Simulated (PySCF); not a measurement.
C5H7F2N.
SMILES with atom numbers: `[H]/[N:1]=[C:2]1\[C@H:3]([F:4])[CH2:5][CH2:6][C@@H:7]1[F:8]` (hydrogens: H9 on N1; H10 on C3; H11, H12 on C5; H13, H14 on C6; H15 on C7)

The geometry is computed with GFN2-xTB (gas phase).

Problem. What internal coordinates does the optimisation give?

Solution. 
```tsv
bond	length (bohr)	order
N1=C2	2.358	double
C2–C3	2.881	single
C3–F4	2.599	single
C3–C5	2.882	single
C5–C6	2.892	single
C6–C7	2.890	single
C7–F8	2.608	single
C2–C7	2.869	single
N1–H9	1.924	single
C3–H10	2.078	single
C5–H11	2.056	single
C5–H12	2.062	single
C6–H13	2.057	single
C6–H14	2.061	single
C7–H15	2.068	single
```

Orders are formal, as drawn. A selection of angles:
```tsv
angle	degrees
N1–C2–C3	129.5
N1–C2–C7	122.6
C3–C2–C7	107.9
C2–C3–F4	111.3
C2–C3–C5	104.5
F4–C3–C5	113.3
C3–C5–C6	102.9
C5–C6–C7	104.3
C6–C7–F8	109.8
C2–C7–C6	105.0
C2–C7–F8	109.2
H9–N1–C2	115.7
```

Dihedral angles: N1–C2–C3–F4 -38° (synclinal); C2–C3–C5–C6 -35° (synclinal); C3–C5–C6–C7 39° (synclinal); C5–C6–C7–F8 89° (synclinal); N1–C2–C7–C6 -175° (antiperiplanar); H9–N1–C2–C3 1° (synperiplanar).

Of the pairs four or more bonds apart, F4···H9 is among the closest relative to their van der Waals radii: 2.66 Å, 100 % of the sum of Bondi's values. The 5-membered ring C2–C3–C5–C6–C7 has internal angles of 102.9° to 107.9° (sum 525°, against 540° for a flat polygon); it is puckered, 0.17 Å rms from its mean plane, widest ring torsion 39°.

Point group: C1 (no symmetry element, even within 0.4 Å). No GFN2-xTB frequencies stand behind this structure, so it isn't proved a minimum. The numbers are those of one conformer.
